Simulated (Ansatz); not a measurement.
Two members of one family (Series SnH2MeX), computed with Ansatz in the gas phase; def2 core potentials for Sn, no spin–orbit coupling. The two geometries come from different levels. Binding counts from free atoms in the multiplicity of their measured ground term, without zero-point energy. A dash marks a value that wasn't run or was left out as unsound. The structures are stationary points that may keep the symmetry of their start. Remarks come from the PBE and PBE0 runs and from stability tests at other levels; not every state was tested. HOMO above LUMO (over both spins in singlets and doublets, within one spin in higher multiplets; at PBE or PBE0), or a gap under 0.15 eV within one spin, warns that the state may not be the lowest or that an electron is smeared out.

First: SnH2MeBr (singlet, charge 0, PBE-D4/def2-SVP geometry).

```xyz
8

Sn   -0.0252    0.7469    0.6154
H     1.2852    1.8697    0.5088
H    -0.4113    0.3742    2.2580
C     0.2644   -1.0107   -0.6083
H     1.1724   -1.5496   -0.2750
H     0.3808   -0.7022   -1.6634
H    -0.6177   -1.6707   -0.5114
Br   -2.0487    1.9424   -0.3241
```

```
              level  HOMO (eV)  LUMO (eV)  gap (eV)  vertical IE (eV)  vertical triplet (eV)  binding per atom (eV)
    PBE-D4/def2-SVP      -6.47      -1.57      4.90                 –                      –                   3.07
   PBE-D4/def2-TZVP      -6.67      -1.79      4.88              9.67                   4.96                   3.08
r2SCAN-D4/def2-TZVP      -6.98      -1.52      5.47              9.84                   5.20                   3.07
   PBE0-D4/def2-SVP      -7.76      -0.73      7.03                 –                      –                   3.05
  PBE0-D4/def2-TZVP      -7.91      -0.93      6.98              9.97                   5.32                   3.06
```

Remarks: gap within one spin near zero at PBE or PBE0 (+1 doublet), gap within one spin near zero at PBE or PBE0 (triplet).

Second: SnH2MeF (singlet, charge 0, PBE-D4/def2-TZVP geometry).

```xyz
8

Sn   -0.856   -0.239   -0.396
H    -1.018   -1.853   -0.971
H    -1.579    0.922   -1.442
C     1.106    0.274    0.305
H     1.833    0.202   -0.513
H     1.385   -0.417    1.107
H     1.091    1.300    0.693
F    -1.963   -0.189    1.218
```

Task: Estimate how these quantities change from the first to the second (second minus first).

Result: 
```json
{"level": "PBE-D4/def2-SVP", "Δ HOMO (eV)": "-0.63", "Δ LUMO (eV)": "0.64", "Δ gap (eV)": "1.27", "Δ vertical IE (eV)": "–", "Δ vertical triplet (eV)": "–", "Δ binding per atom (eV)": "0.19"}
{"level": "PBE-D4/def2-TZVP", "Δ HOMO (eV)": "-0.68", "Δ LUMO (eV)": "0.52", "Δ gap (eV)": "1.20", "Δ vertical IE (eV)": "0.83", "Δ vertical triplet (eV)": "–", "Δ binding per atom (eV)": "0.20"}
{"level": "r2SCAN-D4/def2-TZVP", "Δ HOMO (eV)": "-0.69", "Δ LUMO (eV)": "0.63", "Δ gap (eV)": "1.32", "Δ vertical IE (eV)": "0.77", "Δ vertical triplet (eV)": "1.07", "Δ binding per atom (eV)": "0.18"}
{"level": "PBE0-D4/def2-SVP", "Δ HOMO (eV)": "-0.82", "Δ LUMO (eV)": "0.61", "Δ gap (eV)": "1.43", "Δ vertical IE (eV)": "–", "Δ vertical triplet (eV)": "–", "Δ binding per atom (eV)": "0.16"}
{"level": "PBE0-D4/def2-TZVP", "Δ HOMO (eV)": "-0.78", "Δ LUMO (eV)": "0.46", "Δ gap (eV)": "1.24", "Δ vertical IE (eV)": "0.85", "Δ vertical triplet (eV)": "1.16", "Δ binding per atom (eV)": "0.17"}
```

Remarks: gap within one spin near zero at PBE or PBE0 (+1 doublet), gap within one spin near zero at PBE or PBE0 (triplet), HOMO above LUMO (triplet).
